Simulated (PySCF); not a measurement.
Which level of theory gave which numbers?

Species: CH7B3ClN.
Cartesian coordinates in Å at the PBE0-D3(BJ)/def2-SVP level; atoms count from 1:
```xyz
13
CH7B3ClN angstrom
B      1.2714    0.0764    0.8600
N      1.2984   -1.0438    1.7664
B      0.0635   -1.7722    1.9517
B      2.5484   -1.3931    2.4420
C      3.8761   -0.5756    2.2951
Cl     2.5884   -2.8204    3.4886
H      2.2646    0.7290    0.6610
H      0.2410    0.3541    0.3006
H      0.0093   -2.7130    2.6983
H     -0.9099   -1.4078    1.3413
H      4.6837   -0.9832    2.9159
H      3.7191    0.4811    2.5666
H      4.2123   -0.5660    1.2451
```

The closed-shell ground state was solved 7 times with PySCF (density fitting, gas phase), always in the pcSseg-1 basis (144 functions), with these functionals: B97-2, BLYP, CAM-B3LYP, HF, LC-wPBE, LDA and mPW1PW91.

```json
{"row": "P", "total energy (Eh)": "-631.8709", "HOMO (eV)": "-8.30", "LUMO (eV)": "-1.51", "dipole (D)": "1.35"}
{"row": "Q", "total energy (Eh)": "-631.8062", "HOMO (eV)": "-7.01", "LUMO (eV)": "-2.39", "dipole (D)": "1.20"}
{"row": "R", "total energy (Eh)": "-631.8735", "HOMO (eV)": "-8.59", "LUMO (eV)": "-1.53", "dipole (D)": "1.36"}
{"row": "S", "total energy (Eh)": "-630.0193", "HOMO (eV)": "-11.84", "LUMO (eV)": "2.18", "dipole (D)": "1.59"}
{"row": "T", "total energy (Eh)": "-631.6477", "HOMO (eV)": "-11.35", "LUMO (eV)": "0.77", "dipole (D)": "1.45"}
{"row": "U", "total energy (Eh)": "-628.7162", "HOMO (eV)": "-7.24", "LUMO (eV)": "-2.89", "dipole (D)": "1.30"}
{"row": "V", "total energy (Eh)": "-631.8133", "HOMO (eV)": "-9.92", "LUMO (eV)": "-0.41", "dipole (D)": "1.36"}
```

Task: Which functional belongs to which row?

Result: P = B97-2, Q = BLYP, R = mPW1PW91, S = HF, T = LC-wPBE, U = LDA, V = CAM-B3LYP. By rising HOMO–LUMO gap: LDA (LDA) 4.35 eV; BLYP (GGA) 4.62 eV; B97-2 (global hybrid, 21 % exact exchange) 6.79 eV; mPW1PW91 (global hybrid, 25 % exact exchange) 7.06 eV; CAM-B3LYP (range-separated hybrid) 9.51 eV; LC-wPBE (range-separated hybrid) 12.12 eV; HF (all exact exchange) 14.02 eV. Total energies of different functionals aren't bounds to one another; each is stationary for its own functional.
